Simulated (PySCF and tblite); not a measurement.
Results of a calculation; reference values are marked as such.
C2H7FSi, numbered as in [F:1][CH2:2][CH2:3][SiH3:4]. Geometries PBE0-D3(BJ)/def2-SVP; weights from PBE0-D3(BJ)/def2-TZVP energies and GFN2-xTB thermal corrections, with symmetry numbers and mirror pairs. Conformers within 4 kcal/mol (GFN2-xTB free energy) were kept, 5 at most. GIAO shieldings: PBE0/pcSseg-1. Shifts are against TMS (¹H), TMS (¹³C), CFCl3 (¹⁹F), TMS (²⁹Si) at the same level. Run with PySCF (density fitting) and tblite.

Torsions listed: F1–C2–C3–Si4. Of a mirror pair one member is shown.

```tsv
conformer	shape	point group	mirror pair	ΔE(DFT)	Δ(G−E) at 298.15 K	δ Si4 (ppm)
1	180°	Cs	no	0.00	0.00	-72.2
2	51°	C1	yes	0.71	0.03	-66.8
```

Energies in kcal/mol; the thermal term leaves out symmetry numbers and mirror images.

Question: Work out the weights at 298.15 K and the ²⁹Si shift of Si4 under fast exchange.

Answer: RT = 0.592 kcal/mol. Each conformer gets RT ln(σ/g), with σ the rotational symmetry number and g = 2 for a mirror pair: 1: σ = 1, g = 1, G = 0.00 + 0.00 + 0.00 = 0.00, 0.00 above the lowest, exp(−ΔG/RT) = 1.000; 2: σ = 1, g = 2, G = 0.71 + 0.03 − 0.41 = 0.33, 0.33 above the lowest, exp(−ΔG/RT) = 0.575. The sum is 1.575, so the weights are 63.5, 36.5 %. The averaged shift is -70.3 ppm. At 298.15 K the leading conformer alone gives -72.2 ppm and bare DFT energies give -71.0 ppm.

Unscaled ²⁹Si shifts at such levels can be off by tens of ppm; differences between conformers or isomers are more reliable.
